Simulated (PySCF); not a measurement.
F₄Se. Atoms are numbered in the order given.

```xyz
5

Se     0.0000     0.0000     0.3264
F      1.1538     1.1538    -0.3083
F      1.1538    -1.1538    -0.3083
F     -1.1538    -1.1538    -0.3083
F     -1.1538     1.1538    -0.3083
```

Geometry: PBE0-D3(BJ)/def2-SVP. A frequency run showed that this geometry is not a minimum. The isomer is the one that the SMILES or the coordinates give; other isomers of the formula were not compared.

These are PBE/def2-TZVP (PySCF) values and carry that method's errors.

Symmetry labels are those of the subgroup C2v that the program uses (full group C4v).

Problem. List the valence orbital energies around the gap with their symmetry. (The exact figures need the calculation; the answer reports its results.)

Solution. 
```tsv
orbital	symmetry	energy (eV)
HOMO−7	A2	-11.37
HOMO−6	B1	-10.95
HOMO−5	B2	-10.95
HOMO−4	B1	-10.16
HOMO−3	B2	-10.16
HOMO−2	A2	-10.10
HOMO−1	A2	-9.24
HOMO	A1	-9.19
LUMO	A1	-3.49
LUMO+1	B1	-1.88
LUMO+2	B2	-1.88
LUMO+3	A1	3.69
```
